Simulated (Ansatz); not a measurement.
A made-up structure of B$_{2}$SiH$_{5}$S (charge +1), singlet:

B1  (-0.033, -0.094, 1.709)
B2  (0.151, 0.350, -0.154)
Si3  (0.797, -1.483, 0.099)
S4  (-0.403, 1.616, -1.006)
H5  (0.400, 2.693, -1.219)
H6  (-1.656, 1.618, -1.535)
H7  (2.168, -1.729, 0.579)
H8  (-0.102, -2.613, -0.190)
H9  (-1.175, -0.208, 1.640)
(Å)

It is relaxed with PBE-D4/def2-SVP and then PBE0-D4/def2-TZVP (Ansatz 0.2.0). Atoms count as bonded within 1.22 times the sum of their covalent radii (H–H: 0.88 Å). The end point is not checked to be a true minimum.

**Question.** Does its bonding change? (A judgement: the text doesn't fix the answer.)

**Answer.** Computed: Yes. Formed: B1–H8; broken: none.

Where it ends: The first stage lowers the energy by 5.18 eV in 39 steps. It ends as B₂SiH₅S ([SH2][B]1[BH]2[H][SiH]12), total charge +1:
B1  (-0.197, -0.488, 1.130)
B2  (-0.114, 0.239, -0.288)
Si3  (0.446, -1.447, -0.496)
S4  (-0.691, 1.807, -1.036)
H5  (-0.394, 2.704, -0.069)
H6  (0.348, 2.155, -1.828)
H7  (0.999, -2.763, -0.873)
H8  (0.251, -1.719, 1.116)
H9  (-0.501, -0.338, 2.265)
(Å)

Labels in which every atom is bracketed show which atoms are joined, not bond orders.

For scale, one of the runs: PBE0-D4/def2-TZVP relaxation, 166 basis functions, launched by `ansatz run in.yaml --threads 2 --pin off --events-out ev --progress --plain --max-ram 4352MiB`. The run took about 33 s on 2 CPU threads of an Intel Xeon Platinum 8259CL (shared host).
